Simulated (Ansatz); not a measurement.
# Worked example: the step energy

An elementary step of SiNH₉O₂, closed shell (SiH₄O ([OH][SiH3]) + H₂O + NH₃ → SiNH₅O ([NH2][SiH2][OH]) + H₂O + H₂; Si–H, H–N, H–O broken or loosened, Si–N, H–H, H–O formed or tightened). “Start” and “end” are the PBE0-D4/def2-TZVP structures reached by relaxing down either side of its saddle point, with the molecules still in contact.

Computed with Ansatz 0.2.0 (basis: def2-TZVPP and def2-QZVPP); correlated methods freeze the cores.

Energies in eV:

| quantity | end | start |
| --- | --- | --- |
| Hartree–Fock, triple zeta (X = 3) | -13565.21730 | -13564.69790 |
| Hartree–Fock, quadruple zeta (X = 4) | -13565.76858 | -13565.24168 |
| MP2 correlation, X = 3 | -24.18745 | -24.12701 |
| MP2 correlation, X = 4 | -26.05106 | -25.98285 |
| CCSD(T) correlation, X = 3 | -26.02640 | -26.02616 |

**Question.** Work out the step energy at the basis limit: extrapolate Hartree–Fock as E(X) = E∞ + A exp(−7.88 √X) and the MP2 correlation as E(X) = E∞ + B X^−2.97 (the exponents that Neese and Valeev fitted for def2-TZVPP and QZVPP), then add CCSD(T) − MP2 in triple zeta.

**Answer.** Each step is linear, so take the differences first (end − start): Hartree–Fock -0.51940 (X = 3) and -0.52690 (X = 4); MP2 correlation -0.06044 and -0.06821; CCSD(T) correlation -0.00024.
Two points give E∞ = E(4) + w [E(4) − E(3)], with w = 1/(exp(7.88 (2 − √3)) − 1) = 0.1377 for Hartree–Fock and w = 1/((4/3)^2.97 − 1) = 0.7407 for the correlation.
Hartree–Fock: -0.52690 + 0.1377 × (-0.00750) = -0.5279 eV.
MP2 correlation: -0.06821 + 0.7407 × (-0.00777) = -0.0740 eV.
CCSD(T) − MP2: -0.00024 − (-0.06044) = 0.0602 eV.
Sum: -0.5279 + (-0.0740) + 0.0602 = -0.5417 eV, or -12.49 kcal/mol. Plain CCSD(T) in triple zeta gives -0.5196 eV, so the larger basis shifts the result by -0.0221 eV.

No T1 diagnostic of these runs exceeds 0.012.

Labels in which every atom is bracketed show which atoms are joined, not bond orders.

For scale, one of the runs: CCSD(T)/def2-TZVPP, 261 basis functions, launched by `ansatz run in.yaml --threads 8 --pin off --events-out ev --progress --plain --max-ram 19148MiB`. The run took 100 s on 8 CPU threads of an Arm Neoverse V1 (shared host), with 6.4 GiB of host memory at its peak.
